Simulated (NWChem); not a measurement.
System: silylphosphine (SiPH5); SMILES [SiH3]P

NWChem printed, in part:

```
             Northwest Computational Chemistry Package (NWChem) 7.3.0
             --------------------------------------------------------

                             Geometry "geometry" -> ""
                             -------------------------

 Output coordinates in angstroms (scale by  1.889725989 to convert to a.u.)

  No.       Tag          Charge          X              Y              Z
 ---- ---------------- ---------- -------------- -------------- --------------
    1 Si                  14.0000    -1.06008132     0.09780959     0.21066879
    2 P                   15.0000     1.10221668    -0.07867641    -0.32854521
    3 H                    1.0000    -1.78163132    -0.87487041    -0.60829021
    4 H                    1.0000    -1.46822332     1.46366159    -0.11473921
    5 H                    1.0000    -1.32312132    -0.16581141     1.62755679
    6 H                    1.0000     1.31063168    -1.27460641     0.33273579
    7 H                    1.0000     1.57023268     0.66243859     0.74155179

 Effective nuclear repulsion energy (a.u.)      91.4739661619

                                Z-matrix (autoz)
                                --------

 Units are Angstrom for bonds and degrees for angles

[...]

      ----------------------
      Optimization converged
      ----------------------

  Step       Energy      Delta E   Gmax     Grms     Xrms     Xmax
  ---- ---------------- -------- -------- -------- -------- --------
@    6    -633.68398875 -6.6D-08  0.00004  0.00001  0.00020  0.00067
                                     ok       ok       ok       ok

                                Z-matrix (autoz)
                                --------

 Units are Angstrom for bonds and degrees for angles

      Type          Name      I     J     K     L     M      Value     Gradient
      ----------- --------  ----- ----- ----- ----- ----- ---------- ----------
    1 Stretch                  1     2                       2.28365    0.00004
    2 Stretch                  1     3                       1.49169    0.00000
    3 Stretch                  1     4                       1.49169    0.00000
    4 Stretch                  1     5                       1.49276   -0.00001
    5 Stretch                  2     6                       1.43028   -0.00000
    6 Stretch                  2     7                       1.43028   -0.00000
    7 Bend                     1     2     6                94.02478    0.00001
    8 Bend                     1     2     7                94.02388    0.00001
    9 Bend                     2     1     3               108.03279   -0.00001
   10 Bend                     2     1     4               108.03193   -0.00001
   11 Bend                     2     1     5               113.94812    0.00001
   12 Bend                     3     1     4               108.91743    0.00000
   13 Bend                     3     1     5               108.90508   -0.00000
   14 Bend                     4     1     5               108.90534   -0.00000
   15 Bend                     6     2     7                93.61132    0.00001
   16 Torsion                  3     1     2     6         -74.21030    0.00000
   17 Torsion                  3     1     2     7        -168.12373   -0.00001
   18 Torsion                  4     1     2     6         168.10904    0.00001
   19 Torsion                  4     1     2     7          74.19561   -0.00000
   20 Torsion                  5     1     2     6          46.94951    0.00000
   21 Torsion                  5     1     2     7         -46.96392   -0.00000

                         Geometry "geometry" -> "geometry"
                         ---------------------------------

 Output coordinates in angstroms (scale by  1.889725989 to convert to a.u.)

  No.       Tag          Charge          X              Y              Z
 ---- ---------------- ---------- -------------- -------------- --------------
    1 Si                  14.0000    -1.05652606     0.09758910     0.20965498
    2 P                   15.0000     1.15025300    -0.08014012    -0.35032654
    3 H                    1.0000    -1.82354724    -0.87539420    -0.62108507
    4 H                    1.0000    -1.50773812     1.47967772    -0.12409045
    5 H                    1.0000    -1.33924903    -0.16867298     1.65100504
    6 H                    1.0000     1.32781360    -1.32317104     0.33453364
    7 H                    1.0000     1.59901760     0.70005665     0.76124695

 Effective nuclear repulsion energy (a.u.)      89.4335279948

                Final and change from initial internal coordinates
                --------------------------------------------------

                                Z-matrix (autoz)
                                --------

 Units are Angstrom for bonds and degrees for angles

[...]
```

Level: B3LYP/def2-SVP. B3LYP is NWChem's, with the RPA form of VWN correlation.

Problem. Reconstruct the input file.

Solution. One answer among several that fit: the input that was run:
```
start job
memory heap 200 mb stack 900 mb global 1100 mb
geometry units angstroms noautosym
  Si    -1.101645     0.095611     0.245934
  P      1.060653    -0.080875    -0.293280
  H     -1.823195    -0.877069    -0.573025
  H     -1.509787     1.461463    -0.079474
  H     -1.364685    -0.168010     1.662822
  H      1.269068    -1.276805     0.368001
  H      1.528669     0.660240     0.776817
end
basis spherical
  Si library def2-svp
  P library def2-svp
  H library def2-svp
end
dft
  xc b3lyp
  iterations 150
end
driver
  maxiter 150
end
task dft optimize
```
